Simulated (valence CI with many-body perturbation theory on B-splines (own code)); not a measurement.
Level structure of Tc XXXIX

Calculated by configuration interaction combined with many-body perturbation theory (CI+MBPT): three valence electrons over a frozen Dirac-Fock core [He], radial functions for each j: 11 s, 11 p, 9 d, 7 f, 5 g, 2 h, 1 i, with the one-electron correlation potential Σ1, the two-electron term Σ2, the three-electron term Σ3, Breit, model QED; selected CI, second order for the rest (own B-spline code, finite nucleus).

No measured spectrum was set against this ion. As an estimate, large intervals hold to a few tenths of a per cent, small ones and those within an open d or f shell to about a per cent.

Levels 46 to 90 of 98, with energies above the lowest level, (2s^2 2p1/2) J=1/2. "Leading %" is the weight of the configuration and term that name the level; weights of strongly mixed levels are sums over their largest components and can fall short. In the jj column 3d3/2^4 stands for four electrons in 3d with j = 3/2.

| No. | Configuration | Term | J | E (eV) | Leading % | g | Second component | Leading jj |
| --- | --- | --- | --- | --- | --- | --- | --- | --- |
| 46 | 2s.2p.3s | 2P° | 1/2 | 3391.1 | 33 | 0.703 | 26 % 2p2.3p 4D° | 2p1/2^2 3p1/2 (57 %) |
| 47 | 2s.2p.3p | 4D | 7/2 | 3408.1 | 100 | 1.420 |  | 2s 2p3/2 3p3/2 (100 %) |
| 48 | 2s.2p.3p | 2P | 3/2 | 3411.7 | 50 | 1.502 | 33 % 2s.2p.3p 4S | 2s 2p3/2 3p3/2 (96 %) |
| 49 | 2s.2p.3p | 2D | 5/2 | 3422.7 | 50 | 1.378 | 45 % 2s.2p.3p 4P | 2s 2p3/2 3p3/2 (96 %) |
| 50 | 2s.2p.3p | 2S | 1/2 | 3424.5 | 45 | 1.457 | 35 % 2s.2p.3p 2P | 2s 2p3/2 3p3/2 (92 %) |
| 51 | 2s.2p.3p | 2P | 1/2 | 3430.3 | 54 | 1.208 | 33 % 2s.2p.3p 2S | 2s 2p3/2 3p1/2 (90 %) |
| 52 | 2s.2p.3p | 2D | 3/2 | 3431.5 | 66 | 0.968 | 18 % 2s.2p.3p 2P | 2s 2p3/2 3p1/2 (93 %) |
| 53 | 2p2.3p | 4D° | 3/2 | 3433.8 | 27 | 1.335 | 23 % 2p2.3p 4P° | 2p1/2^2 3p3/2 (93 %) |
| 54 | 2s.2p.3d | 4D° | 5/2 | 3447.1 | 49 | 1.256 | 19 % 2s.2p.3d 4F° | 2s 2p3/2 3d3/2 (97 %) |
| 55 | 2s.2p.3d | 4F° | 9/2 | 3448.5 | 100 | 1.326 |  | 2s 2p3/2 3d5/2 (100 %) |
| 56 | 2s.2p.3d | 4D° | 7/2 | 3448.8 | 47 | 1.311 | 44 % 2s.2p.3d 4F° | 2s 2p3/2 3d3/2 (66 %) |
| 57 | 2s.2p.3d | 4P° | 3/2 | 3449.5 | 47 | 1.400 | 40 % 2s.2p.3d 4D° | 2s 2p3/2 3d3/2 (96 %) |
| 58 | 2s.2p.3d | 4P° | 1/2 | 3450.7 | 86 | 2.317 | 11 % 2s.2p.3d 4D° | 2s 2p3/2 3d3/2 (97 %) |
| 59 | 2p2.3d | 4F | 3/2 | 3458.7 | 38 | 0.800 | 22 % 2p2.3d 2D | 2p1/2^2 3d3/2 (93 %) |
| 60 | 2s.2p.3p | 2D | 5/2 | 3461.8 | 71 | 1.255 | 9 % 2s.2p.3p 4P | 2s 2p3/2 3p3/2 (84 %) |
| 61 | 2s.2p.3d | 2D° | 5/2 | 3462.3 | 45 | 1.297 | 31 % 2s.2p.3d 4P° | 2s 2p3/2 3d5/2 (98 %) |
| 62 | 2p2.3s | 4P | 3/2 | 3465.4 | 39 | 1.397 | 25 % 2s.2p.3p 2P | 2p1/2 2p3/2 3s (52 %) |
| 63 | 2s.2p.3d | 2D° | 3/2 | 3467.0 | 41 | 1.146 | 31 % 2s.2p.3d 2P° | 2s 2p3/2 3d5/2 (90 %) |
| 64 | 2s.2p.3d | 2F° | 7/2 | 3472.7 | 81 | 1.187 | 18 % 2s.2p.3d 4D° | 2s 2p3/2 3d5/2 (66 %) |
| 65 | 2p2.3s | 4P | 3/2 | 3473.1 | 49 | 1.434 | 26 % 2s.2p.3p 2P | 2p1/2 2p3/2 3s (60 %) |
| 66 | 2s.2p.3p | 2S | 1/2 | 3474.8 | 44 | 1.654 | 18 % 2p2.3s 2P | 2s 2p3/2 3p3/2 (66 %) |
| 67 | 2p2.3d | 2D | 5/2 | 3475.6 | 26 | 1.220 | 20 % 2p2.3d 4D | 2p1/2^2 3d5/2 (85 %) |
| 68 | 2s.2p.3d | 2P° | 1/2 | 3480.1 | 82 | 0.682 | 12 % 2s.2p.3d 4D° | 2s 2p3/2 3d5/2 (96 %) |
| 69 | 2p2.3s | 2P | 1/2 | 3480.5 | 46 | 1.353 | 18 % 2p2.3s 4P | 2p1/2 2p3/2 3s (63 %) |
| 70 | 2p2.3s | 2D | 5/2 | 3486.8 | 41 | 1.327 | 34 % 2p2.3s 4P | 2p1/2 2p3/2 3s (74 %) |
| 71 | 2p2.3s | 2D | 3/2 | 3490.9 | 50 | 1.037 | 32 % 2p2.3s 2P | 2p1/2 2p3/2 3s (82 %) |
| 72 | 2s.2p.3d | 2F° | 5/2 | 3500.2 | 60 | 0.942 | 9 % 2p2.3p 2F° | 2s 2p3/2 3d3/2 (82 %) |
| 73 | 2p2.3p | 4P° | 1/2 | 3500.8 | 41 | 1.667 | 29 % 2p2.3p 4D° | 2p1/2 2p3/2 3p1/2 (95 %) |
| 74 | 2s.2p.3d | 2D° | 3/2 | 3502.3 | 47 | 0.982 | 17 % 2p2.3p 4D° | 2s 2p3/2 3d3/2 (58 %) |
| 75 | 2p2.3p | 4D° | 3/2 | 3507.0 | 36 | 1.054 | 26 % 2s.2p.3d 2D° | 2p1/2 2p3/2 3p1/2 (64 %) |
| 76 | 2s.2p.3d | 2F° | 7/2 | 3507.2 | 82 | 1.167 | 8 % 2s.2p.3d 4D° | 2s 2p3/2 3d5/2 (94 %) |
| 77 | 2s.2p.3d | 2P° | 1/2 | 3509.0 | 87 | 0.647 | 10 % 2s.2p.3d 4D° | 2s 2p3/2 3d3/2 (93 %) |
| 78 | 2s.2p.3d | 2D° | 5/2 | 3515.5 | 60 | 1.157 | 11 % 2p2.3p 2F° | 2s 2p3/2 3d5/2 (71 %) |
| 79 | 2p2.3p | 2F° | 5/2 | 3517.2 | 21 | 1.080 | 18 % 2s.2p.3d 2F° | 2p1/2 2p3/2 3p1/2 (59 %) |
| 80 | 2s.2p.3d | 2P° | 3/2 | 3519.1 | 84 | 1.304 | 6 % 2s.2p.3d 4D° | 2s 2p3/2 3d5/2 (91 %) |
| 81 | 2p2.3p | 2P° | 3/2 | 3534.1 | 37 | 1.379 | 27 % 2p2.3p 4S° | 2p1/2 2p3/2 3p1/2 (94 %) |
| 82 | 2p2.3p | 4D° | 5/2 | 3541.1 | 52 | 1.420 | 34 % 2p2.3p 4P° | 2p1/2 2p3/2 3p3/2 (99 %) |
| 83 | 2p2.3p | 4P° | 1/2 | 3544.4 | 38 | 1.715 | 30 % 2p2.3p 2P° | 2p1/2 2p3/2 3p3/2 (98 %) |
| 84 | 2p2.3p | 2D° | 3/2 | 3548.9 | 49 | 1.204 | 31 % 2p2.3p 4P° | 2p1/2 2p3/2 3p3/2 (96 %) |
| 85 | 2p2.3p | 2F° | 7/2 | 3554.1 | 55 | 1.257 | 43 % 2p2.3p 4D° | 2p1/2 2p3/2 3p3/2 (96 %) |
| 86 | 2p2.3p | 2P° | 3/2 | 3561.4 | 45 | 1.379 | 25 % 2p2.3p 4S° | 2p1/2 2p3/2 3p3/2 (98 %) |
| 87 | 2p2.3p | 2D° | 5/2 | 3567.9 | 52 | 1.183 | 23 % 2p2.3p 2F° | 2p1/2 2p3/2 3p3/2 (95 %) |
| 88 | 2p2.3d | 4F | 3/2 | 3572.3 | 42 | 0.937 | 31 % 2p2.3d 2P | 2p1/2 2p3/2 3d3/2 (98 %) |
| 89 | 2p2.3d | 4F | 5/2 | 3573.5 | 54 | 0.972 | 40 % 2p2.3d 2F | 2p1/2 2p3/2 3d3/2 (96 %) |
| 90 | 2p2.3d | 4D | 1/2 | 3575.1 | 81 | 0.215 | 14 % 2p2.3d 2P | 2p1/2 2p3/2 3d3/2 (100 %) |
